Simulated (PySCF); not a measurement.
From a computed spectrum to the compound

A species of 7 atoms with charge 0 has these harmonic modes (BP86, small Gaussian bases with core potentials, PySCF 2.14.0):

```json
{"cm⁻¹": "41", "km/mol": "5.5", "symmetry": "a''"}
{"cm⁻¹": "45", "km/mol": "37.3", "symmetry": "a'"}
{"cm⁻¹": "84", "km/mol": "1.9", "symmetry": "a''"}
{"cm⁻¹": "106", "km/mol": "47.1", "symmetry": "a'"}
{"cm⁻¹": "123", "km/mol": "16.3", "symmetry": "a'"}
{"cm⁻¹": "138", "km/mol": "7.2", "symmetry": "a''"}
{"cm⁻¹": "198", "km/mol": "225.5", "symmetry": "a'"}
{"cm⁻¹": "302", "km/mol": "11.5", "symmetry": "a'"}
{"cm⁻¹": "454", "km/mol": "34.8", "symmetry": "a''"}
{"cm⁻¹": "557", "km/mol": "135.2", "symmetry": "a'"}
{"cm⁻¹": "559", "km/mol": "158.5", "symmetry": "a''"}
{"cm⁻¹": "565", "km/mol": "17.9", "symmetry": "a'"}
{"cm⁻¹": "1572", "km/mol": "77.9", "symmetry": "a'"}
{"cm⁻¹": "3692", "km/mol": "107.2", "symmetry": "a'"}
{"cm⁻¹": "3783", "km/mol": "169.8", "symmetry": "a''"}
```

Which species is it, and in which structure?

ErF3(H2O) (singlet in the valence; each metal's 4f electrons, 11 of them, lie in its core potential, out of spins and levels):
```xyz
7

Er    0.0526   -0.0501    0.0501
F     1.0602    1.3366    1.1073
F    -1.3096   -1.0961    1.0961
F     1.0602   -1.1073   -1.3366
O    -1.2975    1.3404   -1.3404
H    -1.6747    2.2093   -1.1016
H    -1.6747    1.1016   -2.2093
```
Ideal gas at 298.15 K and 1 bar: S = 427.0 J/(mol K), Cp = 116.9 J/(mol K), H − H(0 K) = 26.6 kJ/mol (rigid rotor, harmonic modes, spin degeneracy alone, that of the 4f electrons in the core included; the modes under 60 cm⁻¹ make these uncertain). An lcecp potential fixes the number of 4f electrons, so in runs with it no electron can move into or out of that shell.
 The answer isn't unique; the calculation gave this one.
